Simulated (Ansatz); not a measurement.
Born–Oppenheimer molecular dynamics of a periodic cell of 17 atoms, Ba₁₆O (host Ba, host structure bcc, interstitial O). It starts from a partly relaxed structure (largest force component 0.06 eV/Å).

These are results of Ansatz, DFT PBE, scalar-relativistic, plane waves, PAW, not measurements. Settings: cutoff 420 eV, k mesh 1x1x1, fermi-dirac smearing 0.15 eV, no spin polarisation.

```
ensemble        : NVT, Langevin thermostat
time step       : 6 fs
steps asked     : 200
set temperature : 900 K
friction        : 0.005 /fs
seed            : 848787
```

First frame:

```xyz
17
Lattice="10.0400 0.0000 0.0000 0.0000 10.0400 0.0000 0.0000 0.0000 10.0400" Properties=species:S:1:pos:R:3
Ba 0.004 -0.148 -0.105
Ba 5.028 0.024 -0.063
Ba 0.002 5.007 0.295
Ba 0.004 -0.150 5.122
Ba 2.217 2.523 2.510
Ba 5.029 5.027 0.017
Ba 5.028 0.023 5.080
Ba 7.832 2.519 2.510
Ba 0.002 5.008 4.723
Ba 2.618 7.675 2.509
Ba 2.498 2.500 7.527
Ba 5.029 5.028 5.000
Ba 7.434 7.679 2.509
Ba 7.554 2.499 7.527
Ba 2.578 7.503 7.527
Ba 7.475 7.504 7.527
O 0.005 3.765 2.509
```

(1) What does the run give?

(2) What happens to the structure?

(3) How do temperature and energy run in time?

Answers

(1) All steps were run.

| Property | Result |
| --- | --- |
| steps done | 200 |
| time covered | 1200 fs |
| mean temperature over the second half | 893 K |
| spread of the potential energy over the second half | 15.2 meV per atom |
| mean potential energy of the second half above the start | 112.1 meV per atom |

A run of 1.2 ps of so small a system gives no equilibrium averages. Limits of this set-up: coarse k mesh, a small cell, in which the defect meets its images.

(2) Mean squared displacements from the first frame to the last, about the centre of mass: Ba 0.20 Å², O 0.60 Å². The details hang on the random start.

(3) 
| time (fs) | T (K) | potential energy less start (eV) |
| --- | --- | --- |
| 0 | 847 | 0.000 |
| 36 | 654 | 0.393 |
| 72 | 577 | 0.879 |
| 108 | 336 | 1.301 |
| 144 | 430 | 1.346 |
| 180 | 663 | 1.469 |
| 216 | 1057 | 1.450 |
| 252 | 1065 | 1.802 |
| 288 | 701 | 2.293 |
| 324 | 780 | 2.564 |
| 360 | 758 | 2.333 |
| 396 | 842 | 1.908 |
| 432 | 853 | 1.901 |
| 468 | 1026 | 1.745 |
| 504 | 1074 | 2.068 |
| 540 | 827 | 2.325 |
| 576 | 682 | 2.669 |
| 612 | 873 | 1.900 |
| 648 | 1125 | 1.672 |
| 684 | 1272 | 1.428 |
| 720 | 1117 | 2.006 |
| 756 | 736 | 2.290 |
| 792 | 786 | 2.332 |
| 828 | 913 | 2.290 |
| 864 | 983 | 1.967 |
| 900 | 1001 | 1.834 |
| 936 | 1058 | 1.665 |
| 972 | 839 | 1.784 |
| 1008 | 904 | 1.777 |
| 1044 | 716 | 2.069 |
| 1080 | 822 | 1.646 |
| 1116 | 628 | 1.752 |
| 1152 | 623 | 1.910 |
| 1188 | 635 | 2.030 |

The run took 8.9 min on 2 threads of Intel(R) Xeon(R) Platinum 8488C (Sapphire Rapids), on a shared host, peak memory 0.96 GiB.
